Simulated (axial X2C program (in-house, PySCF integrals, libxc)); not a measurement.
# Correcting the dissociation energy of CrCl for spin–orbit coupling

A spin-free PBE0 curve (one-electron X2C) was computed with an in-house all-electron X2C program for linear molecules (integrals from PySCF), basis Cr dyall-cv3z [9s10p6d3f2g], Cl dyall-av3z [9s8p3d2f] (cores contracted in-house), for the state M_S = 5/2, Λ = 0 (beyond evenly filled blocks: σα, π+α, π-α, δ+α, δ-α). It gives D0 = 3.765 eV to Cr + Cl, which in a spin-free picture are the weighted means of the ground terms.

Measured levels of the ground terms (NIST Handbook of Basic Atomic Spectroscopic Data), in cm⁻¹: Cr 7S: J = 3 at 0; Cl 2P: J = 3/2 at 0, J = 1/2 at 882.4.

The molecular state has Λ = 0, so it has no first-order lowering.

Task: How far does each ground level lie under the (2J+1)-weighted mean of its term?

Result: Cr: a single level, 0; Cl: (4 × 0 + 2 × 882.4)/6 = 294 cm⁻¹.

Task: Correct D0.

Result: D0 = 3.765 + (0 − 294)/8065.5 = 3.729 eV at PBE0 with these spin–orbit terms.

Second-order spin–orbit effects in the molecule, which grow quickly with Z, are left out. The state is a single determinant with fixed occupations, the lowest that a limited PBE0 search found. Dissociation energies refer to the lowest single-determinant-based atoms at the same level and basis.
